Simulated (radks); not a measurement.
Results of a calculation; reference values are marked as such.
Task: Coherent X-ray form factor from a spherical all-electron density. Code: a radial shooting solver on a logarithmic mesh with Libxc functionals. Model: scalar-relativistic Kohn-Sham, PBE, spin-unpolarised, spherical densities, finite nucleus; Fermi nuclear charge, rms radius of each element as measured or else 0.836 A^(1/3) + 0.57 fm.

| sin(theta)/lambda (1/angstrom) | f0 (electrons) |
|---|---|
| 0.05 | 10.904 |
| 0.1 | 10.631 |
| 0.15 | 10.223 |
| 0.2 | 9.734 |
| 0.25 | 9.208 |
| 0.3 | 8.679 |
| 0.4 | 7.657 |
| 0.5 | 6.697 |
| 0.6 | 5.795 |
| 0.8 | 4.235 |
| 1 | 3.096 |
| 1.25 | 2.220 |
| 1.5 | 1.749 |
| 2 | 1.335 |

The species is in the configuration that NIST lists as its ground one. Which atom or ion scatters so?

Result: The phosphorus ion P4+, [Ne] 3s1. Extrapolating in s^2 from the first two rows gives f0(0) = 11.0, near the electron count 11; among species with that count, the fall with angle is slower the higher Z, and the table is that of Z = 15; from so few rows the species is fixed only to a neighbour or two.
